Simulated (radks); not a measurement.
Results of a calculation; reference values are marked as such.
Q: Orbital eigenvalues (eV) of the caesium ion Cs10+, [Kr] 4d9, of relativity; Dirac values are averaged over j with weights 2j + 1. Spin-unpolarised spherical Kohn-Sham, PBEsol, point nucleus unless stated (finite: rms radius 4.8041 fm), a radial shooting solver on a logarithmic mesh with Libxc functionals. A level marked "c x" has the speed of light scaled by that factor and shares open shells by 2j + 1; other Dirac levels either fill j = l - 1/2 first or share by 2j + 1.

shell       non-rel.
1s            -34378
2s           -5385.7
2p           -5085.2
3s           -1241.8
3p           -1114.0
3d           -875.96
4s           -353.53
4p           -306.85
4d           -225.43
5s (empty)   -146.87
5p (empty)   -130.77

Give the values at the level "Dirac, low j first".

A: 
shell       Dirac, low j first  change of magnitude (%)
1s                      -35918                    +4.48
2s                     -5768.1                    +7.10
2p                     -5202.1                    +2.30
3s                     -1324.2                    +6.64
3p                     -1140.8                    +2.41
3d                     -866.46                    -1.08
4s                     -372.49                    +5.36
4p                     -312.68                    +1.90
4d                     -223.75                    -0.75
5s (empty)             -151.96                    +3.46
5p (empty)             -132.43                    +1.27
